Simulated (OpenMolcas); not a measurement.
# OpenMolcas run: Ru3+

Ru3+ among 6 point charges of -1 e arranged as a trigonal antiprism (D3d), 1.87 Å from the ion, with a polar angle of 55.3° against the regular 54.74°. With inversion symmetry the input lists one of each pair of outer charges.

Input:

```
&GATEWAY
Coord
1

Ru 0.0 0.0 0.0
Basis=ANO-RCC-VDZP
Group=XYZ
NoMove
AngMom=0.0 0.0 0.0
AMFI
XField
3 Angstrom 0
0.000000 1.537093 1.065010 -1.000000
1.331161 -0.768546 1.065010 -1.000000
1.331161 0.768546 -1.065010 -1.000000
&SEWARD
&RASSCF
FileOrb=start.orb
Symmetry=1
Spin=6
nActEl=5 0 0
Inactive=9 9
Ras2=5 0
CIRoot=1 1 1
SDav=1
CIMx=300
Iter=120 100
PrWF=0.3
OrbListing=Nothing
MaxOrb=0
>>> COPY $Project.JobIph JOB001
&RASSCF
FileOrb=start.orb
Symmetry=1
Spin=4
nActEl=5 0 0
Inactive=9 9
Ras2=5 0
CIRoot=24 24 1
SDav=24
CIMx=300
Iter=120 100
PrWF=0.3
OrbListing=Nothing
MaxOrb=0
>>> COPY $Project.JobIph JOB002
&RASSCF
FileOrb=start.orb
Symmetry=1
Spin=2
nActEl=5 0 0
Inactive=9 9
Ras2=5 0
CIRoot=75 75 1
SDav=75
CIMx=300
Iter=120 100
PrWF=0.3
OrbListing=Nothing
MaxOrb=0
>>> COPY $Project.JobIph JOB003
&RASSI
NrOfJobIphs=3 1 24 75
1
1 2 3 4 5 6 7 8 9 10 11 12 13 14 15 16 17 18 19 20 21 22 23 24
1 2 3 4 5 6 7 8 9 10 11 12 13 14 15 16 17 18 19 20 21 22 23 24 25 26 27
28 29 30 31 32 33 34 35 36 37 38 39 40 41 42 43 44 45 46 47 48 49 50 51
52 53 54 55 56 57 58 59 60 61 62 63 64 65 66 67 68 69 70 71 72 73 74 75
IphNames
JOB001
JOB002
JOB003
EJob
SpinOrbit
DIPRint=1.0
SOCoupling=1000.0
Subsets=2
Property=9
'ANGMOM' 1 'ANGMOM' 2 'ANGMOM' 3 'MLTPL  1' 1 'MLTPL  1' 2 'MLTPL  1' 3
'AMFI' 1 'AMFI' 2 'AMFI' 3
SOProperty=3
'ANGMOM' 1 'ANGMOM' 2 'ANGMOM' 3
```

Launched by
```bash
OMP_NUM_THREADS=1 MOLCAS_MEM=1689 MOLCAS_PROJECT=a pymolcas a.inp > a.log  # once for each step of the input, in one work folder
```

A driver script runs the steps one by one and writes start.orb anew before each from the orbitals found so far.

Output, cut to the results:

```
--- SEWARD ---
Basis set label: RU.ANO-RCC...6S5P3D1F.

      Electronic valence basis set:
      ------------------
      Associated Effective Charge  44.000000 au
      Associated Actual Charge     44.000000 au
      Nuclear Model: Point charge

      Shell  nPrim  nBasis  Cartesian Spherical Contaminant
         s      21       6        X
         p      18       5        X
         d      13       3                 X
         f       6       1                 X
                  Relativistic Douglas-Kroll-Hess integrals:
                    - DKH order of Hamiltonian: 2
                    - DKH order of Properties : 0
                  Atomic mean-field integrals
--- RASSCF ---
Wave function specifications:
      -----------------------------

      Number of closed shell electrons          36
      Number of electrons in active shells       5
      Max number of holes in RAS1 space          0
      Max nr of electrons in RAS3 space          0
      Number of inactive orbitals               18
      Number of active orbitals                  5
      Number of secondary orbitals              20
      Spin quantum number                      2.5
      State symmetry                             1
Orbital specifications:
      -----------------------

      Symmetry species                           1   2
                                                ag  au
      Frozen orbitals                            0   0
      Inactive orbitals                          9   9
      Active orbitals                            5   0
      RAS1 orbitals                              0   0
      RAS2 orbitals                              5   0
      RAS3 orbitals                              0   0
      Secondary orbitals                         7  13
      Deleted orbitals                           0   0
      Number of basis functions                 21  22
      Number of CSFs                             1
      Number of root(s) required                 1
      Iter CI   SX   CI       RASSCF       Energy    max ROT     max BLB   max BLB  Level Ln srch  Step   QN
          iter iter root      energy       change     param      element    value   shift minimum  type update
 Nr of preliminary CI iterations:   1
      Total energies have been shifted. Add                -4000.00 au
        1   1    7    1  -530.50288203    0.00E+00   1.59E-01*  13  20 1  2.47E-01*  0.07   0.00    SX    NO
        2   1    7    1  -530.66855134   -1.66E-01*  3.07E-02    9  15 2  1.32E-01*  0.23   0.00    SX    NO
        3   1    6    1  -530.67922749   -1.07E-02*  1.18E-02    7  13 2 -2.12E-02*  0.18   0.00    SX    NO
        4   1    6    1  -530.68009923   -8.72E-04*  3.36E-03    9  15 2  1.06E-02*  0.20   0.00    SX    NO
        5   1    5    1  -530.68019031   -9.11E-05*  8.48E-04    7  13 2 -2.76E-03*  0.20   0.76    QN   YES
        6   1    4    1  -530.68020065   -1.03E-05*  4.26E-05    9  15 2  8.36E-05   0.20   1.01    QN   YES
        7   1    4    1  -530.68020066   -1.82E-08*  1.99E-05    9  15 2  2.19E-05   0.20   1.27    QN   YES
        8   1    3    1  -530.68020067   -9.97E-10  -3.11E-06   12  15 1 -1.73E-06   0.20   1.03    QN   YES
      Convergence after  8 iterations
        9   1    3    1  -530.68020067   -2.55E-11  -3.11E-06    7  13 2 -5.55E-07   0.20   1.03    QN   YES
      Natural orbitals and occupation numbers for root  1
      sym 1:   1.000000   1.000000   1.000000   1.000000   1.000000
::    RASSCF root number  1 Total energy:  -4530.68020067
--- RASSCF ---
Wave function specifications:
      -----------------------------

      Number of closed shell electrons          36
      Number of electrons in active shells       5
      Max number of holes in RAS1 space          0
      Max nr of electrons in RAS3 space          0
      Number of inactive orbitals               18
      Number of active orbitals                  5
      Number of secondary orbitals              20
      Spin quantum number                      1.5
      State symmetry                             1
Orbital specifications:
      -----------------------

      Symmetry species                           1   2
                                                ag  au
      Frozen orbitals                            0   0
      Inactive orbitals                          9   9
      Active orbitals                            5   0
      RAS1 orbitals                              0   0
      RAS2 orbitals                              5   0
...
--- RASSI ---
SPIN-FREE ENERGIES:
  (Shifted by EMIN (a.u.) =      -4530.6802006652)

 SF State       Relative EMIN(au)   Rel lowest level(eV)    D:o, cm**(-1)      L_eff

     1             0.0000000000        0.0000000000              0.0000         0.0
     2             0.1017152455        2.7678128334          22323.9160         3.3
     3             0.1017152594        2.7678132095          22323.9191         3.3
     4             0.1018458233        2.7713660363          22352.5745         3.3
     5             0.1166427114        3.1740098715          25600.1161         3.9
     6             0.1166427331        3.1740104625          25600.1208         3.9
     7             0.1173409977        3.1930112113          25753.3722         3.9
     8             0.1232889700        3.3548637815          27058.8012         4.0
     9             0.1232889700        3.3548637815          27058.8012         4.0
    10             0.1237997098        3.3687617203          27170.8957         4.0
    26             0.1400406316        3.8106997165          30735.3660         4.9
    27             0.1400594226        3.8112110446          30739.4901         4.9
    28             0.1400594338        3.8112113510          30739.4926         4.9
    11             0.1433469810        3.9006700659          31461.0258         2.2
    12             0.1438423664        3.9141501917          31569.7503         2.3
    13             0.1438423831        3.9141506459          31569.7540         2.3
    14             0.1526184718        4.1529601844          33495.8828         2.0
    15             0.1526184775        4.1529603382          33495.8841         2.0
    29             0.1573999265        4.2830701943          34545.2908         5.2
    30             0.1595869079        4.3425809920          35025.2778         5.6
    31             0.1595869180        4.3425812643          35025.2800         5.6
...
```

Spin-orbit levels above the lowest (labels of D3, the rotations of D3d):

```
E (cm-1)  Degeneracy  Label  2S+1               g
     0.0           2   E1/2     6  1.77 5.88 5.88
     0.5           2   E3/2     6  0.00 0.00 6.00
     1.0           2   E1/2     6  0.12 0.12 9.76
   21798           2   E1/2     4  2.06 2.49 2.49
   22139           2   E3/2     4  0.00 0.00 3.97
   22153           2   E1/2     4  1.90 1.90 3.04
   22313           2   E1/2     4  1.12 3.47 3.47
   22351           2   E3/2     4  0.00 0.00 5.06
   22597           2   E1/2     4  2.65 2.91 2.91
   25054           2   E1/2     4  1.78 1.87 1.87
   25353           2   E1/2     4  2.28 4.02 4.02
   25430           2   E3/2     4  0.00 0.00 6.34
   25851           2   E1/2     4  0.85 0.85 9.86
   25958           2   E1/2     4  0.94 5.42 5.42
   25960           2   E3/2     4  0.00 0.00 5.63
   26962           4            4                
   26982           2   E1/2     4  0.40 2.82 2.82
   27133           2   E1/2     4  1.01 1.01 1.76
   27185           2   E3/2     4  0.00 0.00 4.55
   27202           2   E1/2     4  2.44 3.06 3.06
```

Without dynamic correlation the repulsion within the d shell is too large (B by tens of per cent), so at a given field states of lower spin stand too high. Point charges give a weaker field than real ligands, and real ions of this kind are as a rule low spin; the high spin found here belongs to the model. This is an electrostatic model: the charges have no orbitals. No measured value stands beside these numbers.

The RASSCF and RASSI steps took 24 s on 1 thread of Arm Neoverse V1 (shared host); the integral step is not counted.
